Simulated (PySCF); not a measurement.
## Dipole moment and polarisability of TiCl4

TiCl₄ (singlet state).
Cartesian coordinates in Å at the PBE0-D3(BJ)/def2-SVP level; atoms count from 1:
```xyz
5
TiCl4 angstrom
Ti    -0.0048    0.0004    0.0040
Cl    -0.0004   -0.0191    2.1587
Cl     2.0240    0.0085   -0.7089
Cl    -1.0141    1.7650   -0.7099
Cl    -1.0047   -1.7548   -0.7438
```

Level: wB97X-D/def2-SVPD (PySCF), static field, nuclei fixed, core orbitals frozen in the response. The polarisability tensor in these axes (au):

```
x   92.16 -0.05  0.14
y   -0.05 92.41  0.03
z    0.14  0.03 92.52
```

Diagonalise the tensor; give its mean and Δα, where Δα² is half the sum of the squared differences of the eigenvalues.

Principal values 92.10, 92.42 and 92.57 au; mean 92.36 au = 13.69 Å³ = 15.23 × 10⁻⁴⁰ C²·m²/J; Δα = 0.41 au (0 % of the mean). Point group Td makes the tensor isotropic, so any spread comes from the grid or from a geometry that is symmetric only within 0.08 Å.

What is the dipole moment?

0.01 D; point group Td allows none, and the residue is numerical.

Form Σ f/ω² (atomic units) for the 15 lowest TDDFT singlets, given as eV and f, and set it beside the mean polarisability, which is this sum over all singlets: 4.30, 0.0000; 4.30, 0.0000; 4.30, 0.0000; 4.54, 0.0209; 4.54, 0.0210; 4.54, 0.0212; 5.00, 0.0000; 5.01, 0.0000; 5.01, 0.0000; 5.02, 0.0000; 5.06, 0.0000; 5.07, 0.0000; 5.20, 0.0087; 5.20, 0.0081; 5.21, 0.0079.

They add up to 2.94 au, 3.2 % of the 92.36 au; the largest single term is 0.76 au, from the state at 4.54 eV. Terms in order: 0.00, 0.00, 0.00, 0.75, 0.75, 0.76, 0.00, 0.00, 0.00, 0.00, 0.00, 0.00, 0.24, 0.22, 0.22 au. Higher excitations give the rest. The strengths listed sum to 0.088.

Refractivity n − 1 of an ideal gas of it at 400 K and 1 atm, from the electronic α?

N = p/kT = 1.8347 × 10¹⁹ cm⁻³, so n − 1 = 2π × N × 13.69 × 10⁻²⁴ cm³ = 1578 × 10⁻⁶ at long wavelengths.

Find the Langevin capture rate constant for H3+ (3.023 u) meeting this molecule (187.823 u), k = 2.342 × 10⁻⁹ cm³/s × √(α in Å³ / reduced mass in u).

The reduced mass is 2.98 u, so k = 5.02 × 10⁻⁹ cm³/s.

Molar refractivity from α?

Lorentz–Lorenz: R = (4π/3)N_A α = 2.5225 cm³/(mol·Å³) × 13.69 Å³ = 34.5 cm³/mol, in the limit of long wavelengths.

Geometry: PBE0-D3(BJ)/def2-SVP; no solvent, vibrations or thermal averaging.
